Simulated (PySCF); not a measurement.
Computed data (PySCF): shieldings: GIAO PBE0/pcSseg-1, coordinates at the GFN2-xTB level. Rapidly exchanging positions averaged, single conformer, in vacuum, relativity neglected.

Shifts are taken against calculated references (same method and geometry level): 1H, 13C against TMS. Shifts are as computed. Against solution values, carbons near 30 ppm lie about +3 ppm off and those near 130 ppm about +5 ppm (rms about the fit 2.1 ppm; single classes can miss by 10 ppm). Of 1328 compounds with measured shifts, 309 miss one by over three times the rms of a fit or turn the order of signals round; such compounds aren't used in these exercises. Signals without a measured value on file couldn't be tested in this way; 1H shifts scatter by 0.2 ppm about their fit, and single ones miss by 0.5 ppm.

Task: Order these molecules by the shift of their most shielded carbon-bound hydrogen, lowest δ first.
A. Cc1cccc(C)c1
B. CC(C)=CF
C. CC1(F)CC1

Result: C (0.33 ppm, hydrogen on a three-membered-ring carbon), B (1.64 ppm, hydrogen on an allylic methyl carbon), A (2.47 ppm, hydrogen on a methyl carbon on an aromatic ring).

Task: Order these molecules by the shift of their most deshielded carbon, lowest δ first.
A. CC1=CC2(C=C1)CC2
B. Cc1ccccc1C
C. CC1(F)CC1

Result: C (77.3 ppm, three-membered-ring carbon), B (141.6 ppm, substituted aromatic carbon), A (149.0 ppm, alkene CH).

Task: How many 13C and 1H signals does each give (equivalence by symmetry and fast rotation, but not about amide C–N or C=N bonds)? `Cc1ccccc1C`, `Cc1cccc(C)c1`, `CC1=CC2(C=C1)CC2`, `CC1(F)CC1`, `CC(C)=CF`

Result: Cc1ccccc1C: 4 C, 3 H; Cc1cccc(C)c1: 5 C, 4 H; CC1=CC2(C=C1)CC2: 7 C, 6 H; CC1(F)CC1: 3 C, 3 H; CC(C)=CF: 4 C, 3 H.
